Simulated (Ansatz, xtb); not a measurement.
Relative energy of two isomers of C3H4BN

Structure I is `B/C=C/C#N`, a singlet and structure II is `BC(=C)C#N`, a singlet. Both are isolated molecules in the gas phase, relaxed with B3LYP/def2-SVP; the shapes shown needn't be the lowest conformers.

I (Å):

```csv
atom,x (Å),y (Å),z (Å)
C,-2.0213,-1.4932,-0.5712
C,-2.1976,-0.4749,-1.4497
C,-3.2172,-0.4457,-2.4546
B,-0.8887,-1.4407,0.4854
N,-4.0388,-0.4068,-3.2751
H,-0.1638,-0.4761,0.5153
H,-0.7236,-2.3403,1.2692
H,-2.7077,-2.3450,-0.6416
H,-1.5385,0.4009,-1.4223
```

II (Å):

```xyz
9

C    -2.0646   -0.9158   -0.9026
C    -2.5050   -2.1966   -0.9900
C    -2.8866    0.1526   -1.4131
B    -0.6827   -0.6045   -0.2565
N    -3.5251    1.0353   -1.8150
H    -0.2721    0.5220   -0.1698
H    -0.0312   -1.5300    0.1571
H    -1.8885   -3.0137   -0.6055
H    -3.4692   -2.4607   -1.4366
```

Quicker runs give these differences E(II) − E(I): GFN2-xTB +0.26 kcal/mol; HF/STO-3G −1.06 kcal/mol (at GFN2-xTB geometries); r2SCAN-D4/def2-SVP +0.26 kcal/mol (at GFN2-xTB geometries).

Problem. Which of the two would you expect CCSD(T)/def2-SVP + ΔMP2/def2-TZVPP electronic energies to favour?

Solution. Not settled: CCSD(T)/def2-SVP + ΔMP2/def2-TZVPP gives E(II) − E(I) = −1.04 kcal/mol, but this leans on the basis-set step: CCSD(T) alone gives −0.78 kcal/mol.

The same difference at several levels:

```json
{"level": "GFN2-xTB", "geometry": "GFN2-xTB", "E(II) − E(I) (kcal/mol)": "+0.26", "departure from the last row (kcal/mol)": "+1.30", "job, with rough time for the two": "optimisation, 0.1 s"}
{"level": "HF/STO-3G", "geometry": "GFN2-xTB", "E(II) − E(I) (kcal/mol)": "−1.06", "departure from the last row (kcal/mol)": "−0.02", "job, with rough time for the two": "single point, 0.18 s"}
{"level": "r2SCAN-D4/def2-SVP", "geometry": "GFN2-xTB", "E(II) − E(I) (kcal/mol)": "+0.26", "departure from the last row (kcal/mol)": "+1.29", "job, with rough time for the two": "single point, 1.4 s"}
{"level": "B3LYP/def2-SVP", "geometry": "B3LYP/def2-SVP", "E(II) − E(I) (kcal/mol)": "+0.22", "departure from the last row (kcal/mol)": "+1.26", "job, with rough time for the two": "optimisation, 14 s"}
{"level": "HF/def2-SVP", "geometry": "B3LYP/def2-SVP", "E(II) − E(I) (kcal/mol)": "−1.85", "departure from the last row (kcal/mol)": "−0.82", "job, with rough time for the two": "part of the CCSD(T) run"}
{"level": "MP2/def2-SVP", "geometry": "B3LYP/def2-SVP", "E(II) − E(I) (kcal/mol)": "−0.56", "departure from the last row (kcal/mol)": "+0.48", "job, with rough time for the two": "part of the CCSD(T) run"}
{"level": "CCSD(T)/def2-SVP", "geometry": "B3LYP/def2-SVP", "E(II) − E(I) (kcal/mol)": "−0.78", "departure from the last row (kcal/mol)": "+0.26", "job, with rough time for the two": "single point"}
{"level": "CCSD(T)/def2-SVP + ΔMP2/def2-TZVPP", "geometry": "B3LYP/def2-SVP", "E(II) − E(I) (kcal/mol)": "−1.04", "departure from the last row (kcal/mol)": "", "job, with rough time for the two": "single point, 10 s"}
```

As drawn, both hold the same kinds of bond in the same numbers.

GFN2-xTB, r2SCAN-D4/def2-SVP, B3LYP/def2-SVP find them nearly level. The largest departure from CCSD(T)/def2-SVP + ΔMP2/def2-TZVPP is that of GFN2-xTB, 1.30 kcal/mol. The last row adds to CCSD(T) the change of the MP2 difference between the two basis sets, here −0.26 kcal/mol.

With harmonic frequencies from B3LYP/def2-SVP (ideal gas, rigid rotor, one conformer each, 298.15 K, 1 atm): on the last row, ΔE + ΔZPE = −0.96, ΔH = −1.07, ΔG = −0.89 kcal/mol.

The correlated steps freeze 5 core orbitals. Programs: Ansatz 0.2.0, xtb 6.7.1; the last row on 2 threads of Intel(R) Xeon(R) 6975P-C (Granite Rapids) on a shared host.
